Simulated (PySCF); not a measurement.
# AlBi at PBE0

Level: PBE0. basis Al def2-SVP, Bi def2-SVP with ECP60; scalar-relativistic core potentials; PySCF 2.14.

For AlBi, the state is ³Π (triplet), unpaired electrons σ ↑, π ↑, a second solution, started from another occupation and the bond length is 2.583 Å. The harmonic wavenumber is 297 cm⁻¹, the force constant is 1.24 mdyn/Å and the rotational constant Be is 0.1057 cm⁻¹. The anharmonicity ωexe is 1.14 cm⁻¹, the vibration–rotation constant αe is 0.000551 cm⁻¹ and the energy of the minimum from ground-state Al + Bi is -1.58 eV. The bond order (Mayer) is 1.75. The dipole moment (positive dipole means Al(−)Bi(+)) is -1.20 D.

These are scalar-relativistic numbers at best; spin–orbit coupling would shift them, the dissociation energy most.
